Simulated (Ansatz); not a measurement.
Input for Ansatz (an electronic-structure program): R-B3LYP/def2-TZVPPD on CH3I (SMILES CI). Elements past Kr take the def2 small-core potentials; no spin–orbit coupling. Files ending in .json are basis or fitting sets from the Basis Set Exchange.

Ansatz 0.2 input:
```yaml
crystal:
  periodic: [false, false, false]
  atoms:
    - {symbol: C, position_ang: [-1.43858875, 1.13128498, 3.67718989]}
    - {symbol: I, position_ang: [0.28212257, -0.06186882, 4.18908812]}
    - {symbol: H, position_ang: [-2.05660358, 0.53672165, 3.01463854]}
    - {symbol: H, position_ang: [-1.95512033, 1.36837043, 4.59992322]}
    - {symbol: H, position_ang: [-1.07512532, 2.02425727, 3.18241884]}
basis:
  gaussian:
    orbitals: def2-TZVPPD.json
hamiltonian:
  xc: {name: B3LYP}
scf: {lower_state_search: off}
```

Task: Give the final energy of this run.

Result: -337.7353 hartree.
